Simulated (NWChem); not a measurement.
# AlH2O2Cl; SMILES [OH][Al]([OH])[Cl]

```xyz
6

Al    -0.0391     0.4280     0.0000
Cl     0.2004    -1.6485     0.0000
O     -1.6142     1.0327     0.0000
H     -1.8398     1.9640     0.0000
O      1.2896     1.4747     0.0000
H      2.2097     1.2071     0.0000
```
Atoms are numbered in this order, from 1.

Level: PBE0/def2-SVP (NWChem), optimised geometry, unscaled harmonic frequencies. 

**Question.** List the harmonic frequencies with IR intensities, and the thermochemistry.

**Answer.** 
| frequency (cm⁻¹) | IR intensity (km/mol) |
|---|---|
| 189 | 15.9 |
| 221 | 24.7 |
| 258 | 16.6 |
| 330 | 303.9 |
| 342 | 7.1 |
| 495 | 38.5 |
| 566 | 88.8 |
| 590 | 273.1 |
| 845 | 143.1 |
| 977 | 127.8 |
| 3988 | 160.7 |
| 3990 | 75.0 |

```json
{
  "zero_point_energy": "18.3 kcal/mol",
  "thermal correction to the enthalpy at 298.15 K (with zero-point energy)": "22.5 kcal/mol",
  "heat capacity Cv": "19.0 cal/(mol K)",
  "entropy at 298.15 K and 1 atm (symmetry number 1)": "76.2 cal/(mol K)",
  "dipole_moment": "2.03 D"
}
```

Rigid rotor and harmonic oscillator.
